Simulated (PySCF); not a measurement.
## C₆ coefficients of unlike pairs at wB97X-V

Calculated with PySCF 2.14 from the dipole response of each species, C₆(A,B) = (3/π) ∫ α_A(iu) α_B(iu) du, in atomic units, from isotropic polarisabilities. For ions this is the dispersion term alone; charge-induced terms of lower order in 1/R come first.

| species | configuration | basis | relativity | α (bohr³) | C₆ (like pair) |
| --- | --- | --- | --- | --- | --- |
| Ti⁺ | [Ar] 3d2 4s1 (4F) | dyall-av2z (16s12p7d2f) | none | 56.99 | 377.8 |
| Sr²⁺ | [Kr] (1S) | x2c-TZVPPall with one added diffuse shell each of s, p, d, f type (9s7p7d3f1g) | spin-free X2C | 5.781 | 27.97 |
| Ne | [Ne] (1S) | aug-cc-pCVQZ-DK (9s8p6d4f2g) | spin-free X2C | 2.753 | 6.728 |

**Question.** Estimate C₆ for Sr²⁺ with Ti⁺.

**Answer.** The integral gives 75.27. The combination rule 2 C_A C_B / (C_A α_B/α_A + C_B α_A/α_B) gives 67.29 and the geometric mean 102.8.

No spin-orbit coupling is included.

The other pairs:

```csv
pair,C₆
"Ne, Sr²⁺",13.66
"Ne, Ti⁺",36.07
```
